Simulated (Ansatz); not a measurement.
Stepwise reaction of `NB(Br)Br` with hydrogen, as a gas-phase model of exchange steps in deposition or etching. ΔE in kJ/mol; ΔG adds harmonic PBE0-D4 terms to CCSD(T)/CBS, at 1 bar.

Calculated with Ansatz (gas phase, PBE0-D4/def2-TZVP geometries, no zero-point term in ΔE). CCSD(T)/CBS adds triple-zeta CCSD(T) − MP2 to the extrapolated MP2 energy (def2 sets, frozen cores). This one scheme is used for every species. DFT in def2-TZVPP. B3LYP here is the variant with VWN-RPA as its local correlation; programs differ in this. For Br outer-core shells are correlated without core-valence functions, which leaves a few kJ/mol of doubt a bond. Scalar relativity is left out up to krypton. Each species was taken in one conformer, which may not be the lowest.

```json
{"step": "1", "reaction": "`NB(Br)Br` + H₂ → `NBBr` + HBr", "PBE-D4": "49.5", "B3LYP-D4": "43.5", "ωB97M-V": "44.4", "CCSD(T)/CBS": "47.7", "ΔG(500 K)": "40.5"}
{"step": "2", "reaction": "`NBBr` + H₂ → `BN` + HBr", "PBE-D4": "65.3", "B3LYP-D4": "59.8", "ωB97M-V": "61.2", "CCSD(T)/CBS": "64.2", "ΔG(500 K)": "63.3"}
```

(1) By hand: ΔE of the 2 steps together at CCSD(T)/CBS.

## Answers

(1) (47.7) + (64.2) = 111.9 kJ/mol, or 56.0 kJ/mol a step.

In ΔE each step is higher than the one before. All are uphill at CCSD(T)/CBS. ΔG lies between 40.5 and 63.3 kJ/mol a step. PBE-D4 differs from CCSD(T)/CBS by 1.1 to 1.8 kJ/mol a step. Isolated molecules leave out the surface, adducts and barriers. Largest T1 diagnostic: 0.012.
